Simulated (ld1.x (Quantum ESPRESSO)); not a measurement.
# Sb (Z = 51): one change to a TM potential, before and after

* Element: antimony
* Generator: ld1.x (Quantum ESPRESSO) 7.5
* Type: norm-conserving Troullier–Martins (Kleinman–Bylander form)
* Functional: PBE
* Relativity: fully relativistic
* Frozen core: [Kr] 4d10
* Valence charge: 5
* Reference configuration: 5s1.5 5p3.5
* Partial waves: 5p (bound): rc 2.55 bohr; 5d channel at -0.1 Ry: rc 2.15 bohr; 5s (bound): rc 1.85 bohr
* Local potential: the s channel
* Core correction: a·sin(br)/r model core inside 1.15 bohr

Open shells are filled in proportion to 2j + 1 (rel_dist='average').

Change: core [Kr], valence charge 15; reference 4d10 5s2 5p3; waves now 5s (bound): rc 1.50 bohr; 5p (bound): rc 1.85 bohr; 4f channel at 0.25 Ry: rc 1.80 bohr; 4d (bound): rc 0.90 bohr; local potential the d channel; core correction none.

Cutoffs: the cutoffs (Ry, on a coarse ladder) from which the occupation-weighted sum of valence levels, in a spherical-Bessel basis at the reference potential, stays within 10 and 1 mRy of its value at 400 Ry; they do not see the model core or the augmentation charge, which bear on the density cutoff. Errors are all-electron minus pseudo energies relative to the spin-unpolarised reference configuration.

Problem. What does the change do?

Solution. The potential gets harder (21 Ry and 35 Ry → 140 Ry and 200 Ry); the bound ghosts move from d to p, s; the miss of the reference levels goes from 0.00 to 0.75 eV. The added semicore shells are compact, so their waves need more plane waves. Several settings change at once here, so the effects cannot be laid on one of them. In the changed file the local d channel has no projectors, so it cannot carry the spin–orbit splitting, and the file is wrong for that shell.

| quantity | base | changed |
| --- | --- | --- |
| cutoff, loose | 21 Ry | 140 Ry |
| cutoff, tight | 35 Ry | 200 Ry |
| bound ghosts | d3/2, d5/2 | s, p3/2, p1/2 |
| largest miss of a reference level, eV | 0.00 | 0.75 |
| largest error over its own tests, meV | -22 | -130 |

 A true bound ghost makes a file unfit for plane-wave use even where its test errors are small: the radial tests pick states by their node count and pass the ghost by.
